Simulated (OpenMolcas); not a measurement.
## V3+: moving or changing the point charges

V3+ among 4 point charges of -1.5 e arranged as a square (D4h), 1.92 Å from the ion.
```
   1.9200    0.0000    0.0000  -1.50
   0.0000    1.9200    0.0000  -1.50
  -1.9200    0.0000    0.0000  -1.50
   0.0000   -1.9200    0.0000  -1.50
```

| Property | Result |
| --- | --- |
| Program | OpenMolcas |
| Method | SS-CASPT2, IPEA 0.25 Eh, imaginary shift 0.1 Eh (closed shells correlated: 3s 3p) |
| Basis | ANO-RCC-VTZP [6s5p3d2f1g] |
| Scalar Hamiltonian | DKH2, point nucleus |
| Active space | 2 electrons in 5 orbitals (3d) |
| State averaging | 2S+1 = 3 even, 10 roots; 2S+1 = 1 even, 15 roots |
| Spin-orbit coupling | RASSI with atomic mean-field integrals over the reference wave functions |

Runs around this geometry, states (labels of D4, the rotations of D4h). Energies in cm-1 above the lowest state or level, χT in cm3 K/mol.

```
R (Å)  q (e)  Ground state  First state of that spin  First gap with spin-orbit (degeneracies)  χT at 300 K  First state of another spin
 1.92  -0.75           3A2                    3E 490                                 98 (1, 2)        0.859                    1B2 10500
 1.75   -1.5            3E                   3A2 810                                110 (1, 1)        0.886                     1A1 8710
 1.92   -1.5            3E                    3A2 60                                150 (1, 2)        0.842                    1B2 10750
  2.1   -1.5           3A2                    3E 220                                130 (1, 2)        0.842                    1B2 10610
```

The ground state changes within this set.

Free-ion shares, where given, are those of the reference states; single-state CASPT2 does not remix them. Spin-orbit coupling mixes the spin-free states strongly: the lowest level takes only 62 % from its leading state, 3E (figures for R = 1.92, q = -1.5; the like holds for R = 2.1, q = -1.5). The ground term spreads over less than 5000 cm-1, several times less than with real ligands, so orbital moments are less quenched and χT lies further from the spin-only value than at real sites (holds for R = 1.92, q = -0.75). An orbital doublet at a regular site is open to a Jahn-Teller distortion, which this geometry leaves out (holds for R = 1.75, q = -1.5; R = 1.92, q = -1.5). This is an electrostatic model: the charges have no orbitals. No measured value stands beside these numbers.
